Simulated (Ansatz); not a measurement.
`[NH2][GeH2][SnH3]`. Charge 0, multiplicity 1. Sn takes the def2 core potential. The geometry is a stationary point of PBE0-D4/def2-TZVP. It is one conformer, not always the lowest.

```xyz
10

N     0.722   -0.739   -1.632
Ge   -0.686    0.032   -0.714
Sn    0.087    0.298    1.752
H     1.561   -0.173   -1.634
H     0.499   -0.970   -2.591
H    -1.866   -0.947   -0.846
H    -1.142    1.397   -1.294
H     1.624    1.044    1.798
H     0.202   -1.217    2.526
H    -1.001    1.276    2.634
```

Question: What is the dipole moment at r2SCAN/def2-TZVPP? (Best estimate.)

Answer: Ansatz gave: 1.23 D, with components (0.17, 0.54, -1.09) D in this frame, pointing from negative to positive charge.

Question: And with PBE, B3LYP, ωB97M-V? (An estimate is asked.)

Answer: The calculation gave: PBE 1.23 D, B3LYP 1.24 D, ωB97M-V 1.23 D.

Question: Give the Mulliken charges with r2SCAN, B3LYP, PBE in def2-TZVPP. (Best estimate.)

Answer: Ansatz gave: 
```json
{"atom": "N1", "r2SCAN": "-0.43", "B3LYP": "-0.40", "PBE": "-0.39"}
{"atom": "Ge2", "r2SCAN": "0.20", "B3LYP": "0.17", "PBE": "0.14"}
{"atom": "Sn3", "r2SCAN": "0.39", "B3LYP": "0.42", "PBE": "0.37"}
{"atom": "H4", "r2SCAN": "0.14", "B3LYP": "0.13", "PBE": "0.14"}
{"atom": "H5", "r2SCAN": "0.14", "B3LYP": "0.12", "PBE": "0.14"}
{"atom": "H6", "r2SCAN": "-0.02", "B3LYP": "-0.02", "PBE": "-0.02"}
{"atom": "H7", "r2SCAN": "-0.05", "B3LYP": "-0.04", "PBE": "-0.04"}
{"atom": "H8", "r2SCAN": "-0.12", "B3LYP": "-0.13", "PBE": "-0.11"}
{"atom": "H9", "r2SCAN": "-0.12", "B3LYP": "-0.12", "PBE": "-0.11"}
{"atom": "H10", "r2SCAN": "-0.12", "B3LYP": "-0.12", "PBE": "-0.11"}
```

B3LYP here is the variant with VWN-RPA as its local correlation; programs differ in this.
